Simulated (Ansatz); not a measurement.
Species: [Ga(CH3)3(CH3OH)] (charge 0, multiplicity 1).

Q: Give a relaxed geometry from PBE0-D3(BJ)/def2-SVP run with Ansatz (a first-principles code).

A: This is not unique; one that fits is the end point of this relaxation, one of several conformers.
Z-matrix (Å, degrees):
```
Ga
C 1 1.9833
H 2 1.1014 1 111.68
H 2 1.1022 3 108.24 1 124.49
H 2 1.1029 3 107.22 4 114.84
C 1 1.9892 2 119.53 3 -41.81
H 6 1.1020 1 112.22 2 41.33
H 6 1.1029 7 106.89 1 120.55
H 6 1.1032 7 108.32 8 114.29
C 1 1.9920 2 118.78 3 161.64
H 10 1.1022 1 112.86 2 -37.46
H 10 1.1028 11 108.18 1 125.08
H 10 1.1033 11 106.71 12 114.38
O 1 2.1892 2 98.14 3 57.91
H 14 0.9645 1 109.23 2 -155.29
C 14 1.4158 15 110.63 1 135.09
H 16 1.0974 14 106.88 15 179.44
H 16 1.1013 17 108.65 14 119.58
H 16 1.1018 17 108.62 18 119.51
```
